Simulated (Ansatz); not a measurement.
Calculated with Ansatz (gas phase, PBE0-D4/def2-TZVP geometries, no zero-point term in ΔE). CBS: MP2 limit from def2 TZ/QZ plus the TZ coupled-cluster correction, frozen cores. This one scheme is used for every species. DFT in def2-TZVPP. For Ga outer-core shells are correlated without core-valence functions, which leaves a few kJ/mol of doubt a bond. Scalar relativity is left out up to krypton.

`[GaH2][CH]1BO1` + `C=N` → `C=[N][GaH2]` + `B1CO1`  (ligand exchange at a Ga–C bond)

```json
{"level": "BHLYP-D4", "ΔE (kJ/mol)": "-39.4"}
{"level": "PBE0", "ΔE (kJ/mol)": "-35.8"}
```

What does CCSD(T)/CBS give? (Best estimate.)

Ansatz gave: -32.3 kJ/mol. The listed levels differ from it by -7.1, -3.5 kJ/mol.

Largest T1 diagnostic among the species: 0.017.

In def2-TZVPP, CCSD(T) changes the Hartree–Fock value by +8.4 kJ/mol (the triples alone add +0.6 kJ/mol) and MP2 by +6.4 kJ/mol. At CCSD(T), def2-SVP lies −12.3 kJ/mol from the extrapolated value and def2-TZVPP −0.8 kJ/mol. Leaving LDA and LC-ωPBE aside and taking each functional with its dispersion term where it has one, the values, not all of them listed here, spread over 7.7 kJ/mol, from CAM-B3LYP-D4 to ωB97M-V. LDA lies −7.4 kJ/mol from PBE without D4.
